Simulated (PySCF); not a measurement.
Which determinant of TaF⁺ lies lowest?

Unrestricted PBE0; PySCF, scalar-relativistic core potentials, basis sets Ta def2-TZVPPD with ECP60, F def2-TZVPPD. Outer shells of the fragments: Ta+ 5d3 6s1; F 2s2 2p5.

Followed along the bond (rough minima from three points):

| 2Ms+1 | unpaired | ⟨S²⟩ at the start | R at minimum (Å) | Te (eV) |
| --- | --- | --- | --- | --- |
| 4 | σ ↑, δ ↑↑ | 3.76 | 1.78 | 0.00 |
| 4 | σ ↑, π ↑, δ ↑ | 3.76 | 1.82 | 0.64 |
| 4 | σ ↑, π ↑, δ ↑ | 3.76 | 1.82 | 0.68 |
| 2 | σ ↑, δ ↑↓ | 1.75 | 1.77 | 0.93 |
| 2 | σ ↑, π ↓, δ ↑ | 1.75 | 1.83 | 1.25 |
| 4 | π ↑, δ ↑↑ | 3.76 | 1.84 | 1.44 |

Solutions found at the starting distance of 2.075 Å, counted from the lowest of them; the search is not exhaustive and high or unbound solutions are not listed, so other states can lie among these:

| 2Ms+1 | unpaired | term | E (eV) | ⟨S²⟩ | ⟨Lz²⟩ | μ (D) |
| --- | --- | --- | --- | --- | --- | --- |
| 4 | σ ↑, δ ↑↑ | ⁴Σ⁻ | 0.00 | 3.76 | 0.00 | -5.03 |
| 4 | σ ↑, π ↑, δ ↑ | mixed | 0.26 | 3.76 | 4.68 | -4.74 |
| 4 | σ ↑, π ↑, δ ↑ | mixed | 0.31 | 3.76 | 4.97 | -4.58 |
| 2 | σ ↑, π ↓, δ ↑ | mixed | 0.86 | 1.75 | 4.43 | -4.86 |
| 4 | π ↑, δ ↑↑ | mixed | 0.93 | 3.76 | 1.35 | -5.05 |
| 2 | σ ↑, δ ↑↓ | mixed | 0.98 | 1.75 | 8.02 | -4.85 |
| 2 | σ ↑, π ↓, δ ↑ | mixed | 1.01 | 1.75 | 5.01 | -4.78 |
| 2 | δ ↑ | ²Δ | 1.19 | 0.78 | 4.01 | -4.38 |
| 2 | σ ↓, δ ↑↑ | mixed | 1.47 | 1.75 | 0.00 | -4.30 |
| 4 | σ ↑↑, δ ↑ | ⁴Δ | 1.62 | 3.76 | 4.00 | -2.53 |

A term symbol is given only where ⟨S²⟩ and ⟨Lz²⟩ are close to those of a pure state; real π, δ and φ orbitals otherwise mix terms. A positive dipole points towards F; it is taken about the centre of mass and depends on that origin.

Problem. Compare the gap between the two lowest followed solutions at the starting distance with the gap between their minima.

Solution. At PBE0 the second solution (quartet, unpaired electrons σ ↑, π ↑, δ ↑) lies +0.26 eV from the first (quartet, unpaired electrons σ ↑, δ ↑↑) at 2.075 Å and +0.64 eV at the minima; the two curves relax by different amounts, since their minima lie near 1.82 and 1.78 Å.

Spin–orbit coupling is left out. The state is the lowest single determinant that the PBE0 search found; with open d or f shells the true ground state can be another one.
